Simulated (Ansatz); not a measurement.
Kohn–Sham single points on CH3ClGaNO, SMILES `C=[N][Ga]([OH])[Cl]`.

```yaml
crystal:
  periodic: [false, false, false]
  atoms:
    - {symbol: C, position_ang: [-0.296316, 1.452253, 0.938118]}
    - {symbol: N, position_ang: [0.447856, 1.238021, -0.060189]}
    - {symbol: Ga, position_ang: [0.461953, -0.487427, -0.753547]}
    - {symbol: O, position_ang: [-0.561098, -1.756709, -0.041175]}
    - {symbol: Cl, position_ang: [1.689941, -1.007969, -2.414954]}
    - {symbol: H, position_ang: [-0.329269, 2.460933, 1.371864]}
    - {symbol: H, position_ang: [-0.937080, 0.709344, 1.435834]}
    - {symbol: H, position_ang: [-0.475986, -2.608446, -0.475952]}
basis:
  gaussian: {orbitals: def2-TZVPP}
hamiltonian: {xc: {name: PBE-QIDH}}
```

```sh
$ ansatz run in.yaml --threads 4 --pin off --events-out ev --progress --plain --max-ram 10444MiB
```

It prints (some lines left out):

```
Functional definition: PBE-QIDH
1393 factors; integrals over basis functions are off by at most 8.0e-4 eV
mean field evaluation 1: about -69483.4784 eV, gradient 5.6e1 eV
mean field evaluation 2: about -69483.6280 eV, gradient 5.6e1 eV
mean field evaluation 4: about -69489.1422 eV, gradient 4.7e0 eV
mean field evaluation 8: about -69489.1976 eV, gradient 3.5e-1 eV
mean field evaluation 16: about -69489.1980 eV, gradient 8.2e-4 eV
mean field -69489.19796887 eV, -2553.6809238860 hartree, gradient 2.8e-6 eV, S^2 0.000000; 0 other end points of the search recorded, 0 dependent functions left out
17 core orbitals not correlated: weight in the atoms' cores, before any rotation towards them, 1.000 or more for the frozen orbitals, at most 0.000 for the correlated occupied ones
reference -69489.19798149 eV, -2553.6809243495 hartree; 19, 19 occupied and 189, 189 virtual orbitals, 1393 factors
second order -30.92223345 eV of doubles, -0.00000000 eV of singles
Total energy: -69499.50539264 eV, -2554.0597147227 hartree
```

It took 2 s on 4 threads of an AMD EPYC 9R45 on a shared host, with 0.58 GiB of host memory at the peak.

With the line `hamiltonian: {xc: {name: wB97M-V}}` and forces (abridged; 3.8 s):

```
Functional definition: wB97M-V
mean field evaluation 16: about -69522.8589 eV, gradient 2.9e-4 eV
mean field -69522.85892455 eV, -2554.9179411909 hartree, gradient 7.7e-5 eV, S^2 0.000000
Total energy: -69522.85897230 eV, -2554.9179429457 hartree
Atom 0 force    -0.096254     0.088299     0.152173 eV/Å
Atom 1 force     0.021521    -0.051810    -0.045644 eV/Å
Atom 2 force     0.028427     0.065118    -0.009267 eV/Å
Atom 3 force     0.000827    -0.063678    -0.025195 eV/Å
Atom 4 force    -0.002704    -0.001392     0.002731 eV/Å
Atom 5 force     0.001782    -0.105457    -0.043323 eV/Å
Atom 6 force     0.072121     0.041446    -0.072749 eV/Å
Atom 7 force    -0.025721     0.027474     0.041275 eV/Å
Dipole moment:    -0.250795    -0.095418     0.270448 e Å
```

Changing it to `hamiltonian: {xc: hse06, dispersion: d4}` (abridged; 1.4 s):

```
Functional definition: HSE06
mean field evaluation 16: about -69511.0839 eV, gradient 5.0e-5 eV
mean field -69511.08387362 eV, -2554.4852160507 hartree, gradient 5.0e-5 eV, S^2 0.000000
Total energy: -69511.23732032 eV, -2554.4908551128 hartree
```

The same input with `hamiltonian: {xc: {name: r2SCANh}, dispersion: d4}` (abridged; 1.8 s):

```
Functional definition: r2SCANh
mean field evaluation 16: about -69523.6075 eV, gradient 1.2e-3 eV
mean field -69523.60751803 eV, -2554.9454514939 hartree, gradient 6.0e-5 eV, S^2 0.000000
Total energy: -69523.65715565 eV, -2554.9472756426 hartree
```

Changing it to `hamiltonian: {xc: {name: r2SCAN0}, dispersion: d4}` (abridged; 1.8 s):

```
Functional definition: r2SCAN0
mean field evaluation 16: about -69522.7072 eV, gradient 4.5e-5 eV
mean field -69522.70722763 eV, -2554.9123664319 hartree, gradient 4.5e-5 eV, S^2 0.000000
Total energy: -69522.76243601 eV, -2554.9143953026 hartree
```

With the line `hamiltonian: {xc: {name: revPBE}, dispersion: d4}` (abridged; 0.8 s):

```
Functional definition: revPBE
mean field evaluation 16: about -69520.1963 eV, gradient 7.3e-3 eV
mean field -69520.19634817 eV, -2554.8200933135 hartree, gradient 1.6e-5 eV, S^2 0.000000
Total energy: -69520.71138734 eV, -2554.8390206541 hartree
```

HSE06 is the plane-wave form, built on full-range PBE exchange.
